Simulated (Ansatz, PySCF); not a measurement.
Input for PySCF:
```python
from pyscf import gto, scf, dft

mol = gto.Mole()
mol.atom = '''
    Li   -0.00000000   -0.00000000   -1.42494255
    O     0.00000000    0.00000000    0.36662930
    H     0.00000000    0.00000000    1.34179325
'''
mol.basis = 'aug-cc-pvdz'
mol.charge = 1
mol.spin = 1
mol.verbose = 4
mol.build()

mf = dft.UKS(mol)
mf.xc = 'wb97m_v'
mf.grids.atom_grid = (99, 590)
mf.grids.prune = None
mf.kernel()
```

Give the equivalent Ansatz (an electronic-structure program) input.

This is not unique; one that fits is 
Ansatz 0.2 input:
```yaml
crystal:
  periodic: [false, false, false]
  atoms:
    - {symbol: Li, position_ang: [-0.00000000, -0.00000000, -1.42494255]}
    - {symbol: O, position_ang: [0.00000000, 0.00000000, 0.36662930]}
    - {symbol: H, position_ang: [0.00000000, 0.00000000, 1.34179325]}
basis:
  gaussian:
    orbitals: aug-cc-pVDZ
hamiltonian:
  xc: {name: wB97M-V}
total_charge: 1
magnetization: {spin_polarized: true, initial_magnetization: 1}
accuracy: high
```

Both were run: PySCF gave -83.033403 Eh and Ansatz -83.033392 Eh, 0.012 mEh apart.
